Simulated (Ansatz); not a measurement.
Total energies of C₂H₆O₂Zn (`C[O][Zn][O]C`).

```csv
atom,x (Å),y (Å),z (Å)
C1,-2.207,-0.422,-1.571
O2,-1.779,-0.578,-0.246
Zn3,-0.110,-0.477,0.314
O4,1.523,-0.532,0.977
C5,2.239,0.563,1.478
H6,-3.296,-0.534,-1.598
H7,-1.969,0.569,-1.982
H8,-1.783,-1.176,-2.247
H9,2.408,1.343,0.723
H10,3.223,0.211,1.809
H11,1.751,1.033,2.342
```

The species carries charge 0 and has multiplicity 1. For Zn the d shell is correlated and the shells below it are frozen. Scalar relativity is left out up to krypton. All single points use the PBE0-D4/def2-TZVP geometry. It is one conformer, not always the lowest. Basis def2-TZVPP, Ansatz 0.2.0.

RPA on PBE orbitals: Hartree–Fock energy of these orbitals -2006.75774 Eh, correlation -1.95912 Eh (frozen core).

```csv
functional,energy without D4 (Eh),D4 term (kJ/mol)
LDA (SPW92),-2005.04200,–
PBE,-2009.22557,-15.8
revPBE,-2009.56838,-52.7
B97M-V,-2009.35833,–
PBE0,-2009.25137,-13.2
B3LYP,-2009.82091,-25.3
r2SCANh,-2009.59464,-4.2
HSE06 (plane-wave form),-2009.23828,-12.3
BHLYP,-2009.59218,-18.6
CAM-B3LYP,-2009.78465,-13.3
LC-ωPBE,-2009.39861,–
ωB97X-V,-2009.51884,–
ωB97M-V,-2009.57134,–
PBE-QIDH,-2008.97508,–
```

(1) Give the same for BLYP, r2SCAN, r2SCAN0, B2PLYP. (Estimate.)

B3LYP takes the VWN-RPA correlation (the form of Gaussian; ORCA's B3LYP/G). HSE06 is the plane-wave form, built on full-range PBE exchange. The double hybrids freeze the cores in their second-order part.

Answers

(1) The calculation gave: 
| functional | energy without D4 (Eh) | D4 term (kJ/mol) |
| --- | --- | --- |
| BLYP | -2009.78457 | -35.1 |
| r2SCAN | -2009.62452 | -4.0 |
| r2SCAN0 | -2009.55228 | -4.6 |
| B2PLYP | -2009.31243 | – |

LC-ωPBE has ω = 0.4 bohr⁻¹.
